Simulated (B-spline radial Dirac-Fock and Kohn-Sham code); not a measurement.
## Cr⁹⁺: scattering cross sections and density moments

System: Cr⁹⁺ in the configuration 1s2 2s2 2p6 3s2 3p3.

The run's input, task.json:

```json
{"items": [{
  "Z": 24,
  "q": 9,
  "cfg": [[1, 0, 2], [2, 0, 2], [2, 1, 6], [3, 0, 2], [3, 1, 3]],
  "A": 52,
  "rrms": 3.6452,
  "do": ["scatter"],
  "s": [0.0, 0.05, 0.1, 0.15, 0.2, 0.25, 0.3, 0.35, 0.4, 0.45, 0.5, 0.6, 0.7, 0.8, 0.9, 1.0, 1.1, 1.2, 1.4, 1.6, 1.8, 2.0, 2.5, 3.0, 3.5, 4.0, 5.0, 6.0],
  "pz": [0, 0.1, 0.2, 0.3, 0.4, 0.5, 0.6, 0.8, 1.0, 1.2, 1.4, 1.6, 1.8, 2.0, 2.5, 3.0, 4.0, 5.0, 7.0, 10.0, 15.0, 20.0, 30.0, 40.0, 60.0, 100.0],
  "hv_scatter": [2000, 5000, 10000, 17479.3, 50000, 200000, 500000, 1000000]
}]}
```

Command: `python xray_run.py task.json out`

These are calculated numbers from a B-spline atomic structure program; the model is Dirac-Fock orbitals of the configuration average with a finite nucleus.

```
Sum of ⟨r⟩                          : 6.302 bohr
Sum of ⟨r²⟩                         : 4.455 bohr²
Sum of ⟨1/r⟩                        : 96.475 per bohr
Langevin diamagnetic susceptibility : -3.53 × 10⁻⁶ cm³/mol
Lamb shielding (α²/3)Σ⟨1/r⟩         : 1712 ppm
```

Coherent scattering is the Thomson cross section weighted by f₀², without anomalous dispersion; incoherent scattering is Klein-Nishina weighted by S. The Lamb formula is the non-relativistic shielding expression. Electron correlation is left out.

```
hν (keV)  coherent (b)  incoherent (b)  incoherent per electron (b)
       2         141.6          0.3342                       0.0223
       5         111.3           1.549                        0.103
      10         68.38           3.276                        0.218
 17.4793         39.12           4.783                        0.319
      50         8.392           6.798                        0.453
     200        0.7112           5.906                        0.394
     500        0.1196           4.303                        0.287
    1000       0.03019           3.159                        0.211
```

Incoherent scattering overtakes coherent scattering between 50 and 200 keV.
